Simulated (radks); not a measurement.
Species: Al V. Configuration: [He] 2s2 2p5 (the NIST ground configuration). Method: non-relativistic Kohn-Sham, PBE, spin-polarised, spherical densities, point nucleus; open shells are filled with parallel spins first; computed with a radial shooting solver on a logarithmic mesh with Libxc functionals.

Unscreened Slater integrals over Kohn-Sham orbitals (hartree). They are taken over the spin-up orbitals. Empty in this configuration: 3s.

F0(2p,2p): 1.6268
F2(2p,2p): 0.75152
F0(2p,2s): 1.5511
G1(2p,2s): 0.92566
F0(2p,1s): 2.2810
G1(2p,1s): 0.31372
F0(2p,3s): 0.65954
G1(2p,3s): 0.059270
F0(2s,2s): 1.5013
F0(2s,1s): 2.1192
G0(2s,1s): 0.17292
F0(2s,3s): 0.65348
G0(2s,3s): 0.046886
F0(1s,1s): 7.8104
F0(1s,3s): 0.73498
G0(1s,3s): 0.024557
F0(3s,3s): 0.50142

Derived for the open shells (J is the average intra-shell exchange parameter used in DFT+U). 2p: J = F2/5 = 0.1503 hartree.
